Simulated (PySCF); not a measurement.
## Dipole moment and polarisability of `CN(C)[SiH]1N[SiH2]N1`

Species: C2H11N3Si2.
Structure used (GFN2-xTB), in Å, numbered top down from 1:
```xyz
18
C2H11N3Si2 angstrom
C     -1.424    1.263   -0.132
N     -1.151   -0.127   -0.391
C     -2.224   -0.997   -0.004
Si     0.435   -0.709   -0.633
N      1.423    0.435   -1.504
Si     2.752    0.419   -0.391
N      1.676   -0.538    0.581
H     -1.614    1.444    0.933
H     -0.568    1.854   -0.443
H     -2.308    1.580   -0.695
H     -2.403   -0.965    1.078
H     -1.985   -2.019   -0.283
H     -3.150   -0.701   -0.508
H      0.330   -2.054   -1.188
H      1.391    0.701   -2.469
H      3.047    1.731    0.177
H      3.933   -0.304   -0.856
H      1.830   -1.008    1.453
```

Level: CAM-B3LYP/def2-SVPD (PySCF), static field, nuclei fixed, core orbitals frozen in the response. The polarisability tensor in these axes (au):

```
x   111.13   3.62  -2.48
y     3.62  89.25   0.90
z    -2.48   0.90  80.80
```

Problem. Diagonalise the tensor; give its mean and Δα, where Δα² is half the sum of the squared differences of the eigenvalues.

Solution. Principal values 80.43, 88.86 and 111.88 au; mean 93.73 au = 13.89 Å³ = 15.45 × 10⁻⁴⁰ C²·m²/J; Δα = 28.20 au (30 % of the mean).

Problem. What is the dipole moment, and where does it point?

Solution. (-0.50, -0.15, 0.24) D, 0.57 D in size, pointing from the negative to the positive side. Measured along this direction, the outermost atoms are H17 at the negative end and H11 and H13 at the positive end.

Problem. Form Σ f/ω² (atomic units) for the 8 lowest TDDFT singlets, given as eV and f, and set it beside the mean polarisability, which is this sum over all singlets: 5.82, 0.0557; 6.10, 0.0135; 6.28, 0.0012; 6.35, 0.0479; 6.70, 0.0108; 7.04, 0.0165; 7.19, 0.0034; 7.31, 0.0132.

Solution. They add up to 3.05 au, 3.2 % of the 93.73 au; the largest single term is 1.22 au, from the state at 5.82 eV. Terms in order: 1.22, 0.27, 0.02, 0.88, 0.18, 0.25, 0.05, 0.18 au. Higher excitations give the rest. The strengths listed sum to 0.162.

Problem. Give the principal axes and the span of the nuclei along them.

Solution. Largest value along (0.99, 0.15, -0.07), where the nuclei span 7.07 Å; middle along (-0.14, 0.98, 0.15), 4.06 Å; least along (0.10, -0.14, 0.99), 4.15 Å. 

Problem. Orientational against electronic polarisability at 273 K (dilute gas, rigid molecules)?

Solution. In Gaussian units μ²/3kT = 2.87 Å³ against 13.89 Å³, a ratio of 0.21; the Debye molar polarisation (4π/3)N_A(α + μ²/3kT) is 42.3 cm³/mol, leaving out the vibrational part.

Problem. Give the eigenvalues of the traceless quadrupole moment Θ = ½Σq(3rr − r²1), origin at the centre of nuclear charge.

Solution. -5.52, 0.37, 5.15 D·Å. The values depend on the origin, since the dipole doesn't vanish. The electronic extent ⟨r²⟩ about the same centre is 1257 bohr², a root-mean-square distance of 2.21 Å for the 72 electrons.

Problem. What would n − 1 = 2πNα be for an ideal gas of these molecules at 298.15 K and 1 atm, electronic part alone?

Solution. N = p/kT = 2.4615 × 10¹⁹ cm⁻³, so n − 1 = 2π × N × 13.89 × 10⁻²⁴ cm³ = 2148 × 10⁻⁶ at long wavelengths, for an ideal gas.

Isolated species at its GFN2-xTB geometry (one conformer only).

The run behind these numbers computed excited states as well. On an Arm Neoverse N1 with one thread, shared host with 64 logical CPUs at a one-minute load of 59, this took 2.0 min (grids of density and orbitals included) and 1.1 GiB of memory at its peak.
